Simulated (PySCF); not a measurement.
Species: C5H13FSi2.
Numbering: `[F:1][C@@H:2]1[CH2:3][CH2:4][CH2:5][Si@@H:6]1[CH2:7][SiH3:8]` (hydrogens: H9 on C2; H10, H11 on C3; H12, H13 on C4; H14, H15 on C5; H16 on Si6; H17, H18 on C7; H19, H20, H21 on Si8)

Method used: PySCF, PBE0-D3(BJ)/def2-SVP geometry optimisation, gas phase.

What internal coordinates does the optimisation give?

| bond | length (Å) |
| --- | --- |
| F1–C2 | 1.386 |
| C2–C3 | 1.527 |
| C3–C4 | 1.530 |
| C4–C5 | 1.540 |
| C5–Si6 | 1.897 |
| Si6–C7 | 1.878 |
| C7–Si8 | 1.882 |
| C2–Si6 | 1.925 |
| C2–H9 | 1.106 |
| C3–H10 | 1.102 |
| C3–H11 | 1.105 |
| C4–H12 | 1.105 |
| C4–H13 | 1.102 |
| C5–H14 | 1.100 |
| C5–H15 | 1.103 |
| Si6–H16 | 1.498 |
| C7–H17 | 1.104 |
| C7–H18 | 1.104 |
| Si8–H19, Si8–H20, Si8–H21 | 1.495 |

Bonds in one row agree within 0.01 Å and their mean is given. A selection of angles:
| angle | degrees |
| --- | --- |
| F1–C2–C3 | 111.5 |
| F1–C2–Si6 | 113.8 |
| C3–C2–Si6 | 103.6 |
| C2–C3–C4 | 108.1 |
| C3–C4–C5 | 108.9 |
| C4–C5–Si6 | 103.4 |
| C5–Si6–C7 | 116.2 |
| C2–Si6–C5 | 94.5 |
| C2–Si6–C7 | 111.3 |
| Si6–C7–Si8 | 117.0 |

Dihedral angles: F1–C2–C3–C4 -160° (antiperiplanar); C2–C3–C4–C5 52° (synclinal); C3–C4–C5–Si6 -38° (synclinal); C4–C5–Si6–C7 130° (anticlinal); C5–Si6–C7–Si8 -48° (synclinal); F1–C2–Si6–C5 135° (anticlinal).

The 5-membered ring C2–C3–C4–C5–Si6 has internal angles of 94.5° to 108.9° (sum 519°, against 540° for a flat polygon); it is puckered, 0.20 Å rms from its mean plane, widest ring torsion 52°. Of the pairs four or more bonds apart, Si8···H15 is among the closest relative to their van der Waals radii: 3.29 Å, 100 % of the sum of Bondi's values. Si6 (SiH silicon) has angles from 94.5° to 116.2°. The C–Si distances run from 1.878 Å (Si6–C7, drawn single) to 1.925 Å (C2–Si6, drawn single), a spread of 0.047 Å. Si8 (SiH3 silicon) is tetrahedral (angles from 107.7° to 111.4°).

Point group: C1 (no symmetry element, even within 0.4 Å). No PBE0-D3(BJ)/def2-SVP frequencies stand behind this structure, so it isn't proved a minimum. The numbers are those of one conformer.

The run took 80 s on Arm Neoverse V2, one thread (shared host). These figures are those of the optimisation.
